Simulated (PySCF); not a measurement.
**Polarisability and C₆ of C (carbon, neutral)**

[He] 2s2 2p2, high-spin 3P determinant. All numbers are calculated (PySCF 2.14, the spin-free X2C one-electron Hamiltonian (Gaussian nucleus), in dyall-av3z). Coupled (time-dependent) response in atomic units; α is the mean over directions.

```
method  mean α (bohr³)         α xx, yy, zz  C₆ (like pair)  S(−4)
   UHF           11.92  10.86, 12.46, 12.46           46.17  93.86
   PBE           13.32  11.28, 14.34, 14.34           54.27  108.9
  PBE0           12.59  10.91, 13.44, 13.44           50.51  92.84
  BLYP           13.26  11.29, 14.25, 14.25           53.79  108.1
 B3LYP           12.61  10.94, 13.44, 13.44           50.42  93.06
```

S(−4) is the Cauchy moment in α(ω) = α(0) + S(−4) ω² + …

Reference α: 11.3 ± 0.4 bohr³ (recommended; Schwerdtfeger and Nagle, table of static dipole polarizabilities (2023 update)). Published C₆: 46.60 (Chu and Dalgarno (2004); Tang, Norbeck and Certain (1976)).

α(iu) at PBE:

| u (hartree) | α(iu) (bohr³) |
| --- | --- |
| 0 | 13.32 |
| 0.0500 | 13.06 |
| 0.100 | 12.35 |
| 0.200 | 10.34 |
| 0.300 | 8.337 |
| 0.500 | 5.404 |
| 0.750 | 3.373 |
| 1.00 | 2.282 |
| 1.50 | 1.236 |
| 2.00 | 0.7718 |
| 3.00 | 0.3844 |
| 5.00 | 0.1547 |

The components differ because the open shell of this determinant is not spherical; for a pure term their mean is the scalar polarisability.
